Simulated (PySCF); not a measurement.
# Fractional electron number in Re²⁺ (rhenium, charge +2)

The 5d alpha orbital of [Xe] 4f14 5d5 is emptied in steps (occupation f), with all orbitals relaxed, ending at [Xe] 4f14 5d4. Computed with PySCF 2.14 in aug-cc-pVTZ-PP with ECP60MDF (6s6p5d3f2g, 88 functions), with a scalar-relativistic core potential. The exact energy is a straight line in f; departures are measured from the line between the end points of the same method.

```tsv
f	BHandHLYP (eV)	wB97X (eV)	CAM-B3LYP (eV)
1	0.000	0.000	0.000
0.8	-0.393	-0.234	-0.422
0.6	-0.591	-0.351	-0.636
0.4	-0.592	-0.349	-0.639
0.2	-0.396	-0.230	-0.427
0	0.000	0.000	0.000
```

| method | E(f=0) − E(f=1) (eV) | −ε at f=1 (eV) | −ε at f=0.4 (eV) |
| --- | --- | --- | --- |
| BHandHLYP | 27.912 | 25.468 | 28.398 |
| wB97X | 27.770 | 26.309 | 28.076 |
| CAM-B3LYP | 28.092 | 25.466 | 28.613 |

Orbital energy along the path (eV):

| f | BHandHLYP | wB97X | CAM-B3LYP |
| --- | --- | --- | --- |
| 1 | -25.468 | -26.309 | -25.466 |
| 0.8 | -26.433 | -26.891 | -26.498 |
| 0.6 | -27.411 | -27.483 | -27.548 |
| 0.4 | -28.398 | -28.076 | -28.613 |
| 0.2 | -29.392 | -28.651 | -29.688 |
| 0 | -30.391 | -29.178 | -30.772 |

Reference removal energy between the ground levels: 27 ± 1.6 eV (theoretical estimate listed by NIST; NIST Atomic Spectra Database, ionization energies). The calculation has no spin-orbit coupling. The determinant left behind need not be the lowest term of the ion.
